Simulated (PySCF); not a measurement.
H3S, SMILES [SH3+], charge +1. Geometry optimised at PBE-D3(BJ)/def2-TZVPD. The isomer is the one that the SMILES or the coordinates give; other isomers of the formula were not compared.

These are PySCF with PBE-D3(BJ)/def2-TZVPD values and carry that method's errors.

Harmonic wavenumbers (cm⁻¹): 1028, 1172, 1172, 2529, 2533, 2533. Rotational constants (GHz): 143.2, 143.2, 126.4; symmetry number 3.

### Question
Work out the zero-point energy and the ideal-gas rigid-rotor harmonic-oscillator thermochemistry at 298.15 K and 1 atm.

### Answer
ZPE = ½ Σ hcν = ½ × 10967 cm⁻¹ = 65.60 kJ/mol. H − E(el) = 75.70 kJ/mol. Entropy in J/(mol K): translation 153.12, rotation 55.63, vibration 0.74, total 209.49. G − E(el) = 13.24 kJ/mol. Cp = 36.61 J/(mol K).
